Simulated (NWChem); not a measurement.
Species: AlP₂H₅O; SMILES [OH][Al]([PH2])[PH2]

```xyz
9

Al     0.3589    -0.0141     0.0479
O      2.0658    -0.1422     0.1896
H      2.6661    -0.1505    -0.5659
P     -0.6758     0.2739    -2.0492
H      0.0465    -0.7809    -2.6831
H     -1.8014    -0.5424    -1.7344
P     -0.7614     0.2299     2.0904
H     -1.8513    -0.6202     1.7392
H     -0.0169    -0.7990     2.7366
```
Atoms are numbered in this order, from 1.

All runs: NWChem. Pople sets run with spherical d functions. All runs use the structure optimised with B3LYP/6-31G* (spherical d). Absolute isotropic GIAO shieldings of the H sites, static isolated molecule.

```
row  σ, PBE/pcSseg-1 (ppm)  σ, B3LYP/6-311G** (ppm)
---  ---------------------  -----------------------
H3                   27.79                    28.83
H9                   29.74                 withheld
H5                   30.03                    30.48
H6                   30.09                    30.64
H8                   30.21                    30.75
```

Question: Fit a straight line of the last column on the one before it, predict the withheld value, and compare with the run.

Answer: 
1. Means of the 4 shown rows: x = 29.530, y = 30.175. Slope Σ(x − x̄)(y − ȳ)/Σ(x − x̄)² = 3.144/4.054 = 0.7757; intercept 7.269.
2. The shown rows scatter about the line by 0.050 (root mean square); the largest residual is -0.08, at H5.
3. At x = 29.74 (H9; inside the shown range) the line gives 30.34.
4. The run gives 30.23, -0.11 from the line, 2.2 times the scatter.
